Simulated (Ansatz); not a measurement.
Correlation energies of `[Br][Ti]([Br])([Br])[Br]` by basis set

```xyz
5

Br   -1.722   -0.146   -1.539
Ti    0.000    0.000    0.000
Br    1.934   -0.876   -0.921
Br    0.348    2.219    0.559
Br   -0.560   -1.196    1.901
```

Charge 0, multiplicity 1. Correlated methods include outer-core shells of Br, Ti, which these sets cover unevenly. Scalar relativity is left out up to krypton. The structure was optimised at the PBE0-D4/def2-TZVP level. Frozen core, restricted reference, Ansatz 0.2.0.

```json
{"basis": "def2-SVP", "HF (Eh)": "-11136.92435", "MP2 corr.": "-1.26829"}
{"basis": "def2-TZVPP", "HF (Eh)": "-11138.31865", "MP2 corr.": "-1.55891"}
{"basis": "def2-QZVPP", "HF (Eh)": "-11138.53136", "MP2 corr.": "-2.86541"}
```

Estimate the CCSD correlation energy and the (T) correction in each basis where they were run (hartree).


| basis | CCSD corr. | (T) |
| --- | --- | --- |
| def2-SVP | -1.23042 | -0.06028 |
| def2-TZVPP | -1.53684 | -0.08302 |
